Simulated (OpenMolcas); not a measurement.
Cr2+ (d4) among equal point charges was computed by CASSCF with the d shell active (OpenMolcas, ANO-RCC-VDZP on the metal). Its lowest spin-free states, and all those of the highest spin:

```json
{"2S+1": "5", "Degeneracy": "1", "E (cm-1)": "0.0"}
{"2S+1": "5", "Degeneracy": "1", "E (cm-1)": "4113"}
{"2S+1": "3", "Degeneracy": "1", "E (cm-1)": "8054"}
{"2S+1": "3", "Degeneracy": "2", "E (cm-1)": "9984"}
{"2S+1": "5", "Degeneracy": "2", "E (cm-1)": "15774"}
{"2S+1": "1", "Degeneracy": "1", "E (cm-1)": "17659"}
{"2S+1": "5", "Degeneracy": "1", "E (cm-1)": "18067"}
{"2S+1": "1", "Degeneracy": "1", "E (cm-1)": "18901"}
{"2S+1": "1", "Degeneracy": "2", "E (cm-1)": "19320"}
{"2S+1": "3", "Degeneracy": "1", "E (cm-1)": "19569"}
{"2S+1": "3", "Degeneracy": "2", "E (cm-1)": "20220"}
{"2S+1": "3", "Degeneracy": "1", "E (cm-1)": "20755"}
```

Question: Is the site octahedral, tetrahedral or cube-like, axial, or of lower symmetry?

Answer: The states with 2S+1 = 5 have orbital degeneracies 1, 1, 2, 1. There are pairs but no triples, so the site is axial: not cubic, but with a proper or improper axis of order three or more. The run had Cr2+ among 6 point charges of -2.2 e arranged as a tetragonal octahedron (D4h), 1.78 Å from the ion, with the axial distance 1.691 Å. The active orbitals were held to one l.

Without dynamic correlation the repulsion within the d shell is too large (B by tens of per cent), so at a given field states of lower spin stand too high. This shell can be high or low spin here, a state of another spin lies low, and with metal d orbitals alone active their balance is uncertain, so the ground spin may be wrong. This is an electrostatic model: the charges have no orbitals. No measured value stands beside these numbers.
